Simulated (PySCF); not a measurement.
**Dipole moment and polarisability of `[SiH3][Si]([SiH3])([SiH3])[SiH3]`**

Species: Si5H12.
Cartesian coordinates in Å at the GFN2-xTB level; atoms count from 1:
```xyz
17
Si5H12 angstrom
Si    -0.407   -0.874   -2.139
Si    -0.002   -0.001   -0.002
Si    -0.012    2.341   -0.099
Si    -1.671   -0.727    1.473
Si     2.088   -0.738    0.762
H     -1.701   -0.451   -2.680
H     -0.412   -2.338   -2.155
H      0.603   -0.455   -3.115
H      0.243    2.956    1.206
H     -1.293    2.877   -0.564
H      1.008    2.868   -1.008
H     -3.010   -0.300    1.060
H     -1.723   -2.187    1.587
H     -1.477   -0.215    2.831
H      2.168   -2.198    0.850
H      3.185   -0.317   -0.112
H      2.406   -0.228    2.098
```

Level: CAM-B3LYP/def2-SVPD (PySCF), static field, nuclei fixed, core orbitals frozen in the response. The polarisability tensor in these axes (au):

```
x   150.77   0.01   0.01
y     0.01 150.78   0.01
z     0.01   0.01 150.84
```

Q: Diagonalise the tensor; give its mean and Δα, where Δα² is half the sum of the squared differences of the eigenvalues.

A: Principal values 150.76, 150.78 and 150.84 au; mean 150.79 au = 22.35 Å³ = 24.86 × 10⁻⁴⁰ C²·m²/J; Δα = 0.07 au (0 % of the mean). Point group Td makes the tensor isotropic, so any spread comes from the grid or from a geometry that is symmetric only within 0.08 Å.

Q: What is the dipole moment?

A: 0.01 D; point group Td allows none, and the residue is numerical.

Q: Form Σ f/ω² (atomic units) for the 8 lowest TDDFT singlets, given as eV and f, and set it beside the mean polarisability, which is this sum over all singlets: 6.79, 0.0000; 6.79, 0.0000; 6.79, 0.0000; 6.97, 0.0000; 6.97, 0.0000; 7.01, 0.0117; 7.01, 0.0120; 7.01, 0.0117.

A: They add up to 0.53 au, 0.4 % of the 150.79 au; the largest single term is 0.18 au, from the state at 7.01 eV. Terms in order: 0.00, 0.00, 0.00, 0.00, 0.00, 0.18, 0.18, 0.18 au. Higher excitations give the rest. The strengths listed sum to 0.035.

Q: Estimate the molar refractivity from the static electronic polarisability.

A: Lorentz–Lorenz: R = (4π/3)N_A α = 2.5225 cm³/(mol·Å³) × 22.35 Å³ = 56.4 cm³/mol, in the limit of long wavelengths.

Q: Find the Langevin capture rate constant for H3+ (3.023 u) meeting this molecule (151.979 u), k = 2.342 × 10⁻⁹ cm³/s × √(α in Å³ / reduced mass in u).

A: The reduced mass is 2.96 u, so k = 6.43 × 10⁻⁹ cm³/s.

Q: Refractivity n − 1 of an ideal gas of it at 350 K and 1 atm, from the electronic α?

A: N = p/kT = 2.0968 × 10¹⁹ cm⁻³, so n − 1 = 2π × N × 22.35 × 10⁻²⁴ cm³ = 2944 × 10⁻⁶ at long wavelengths.

Isolated species at its GFN2-xTB geometry, gas phase.
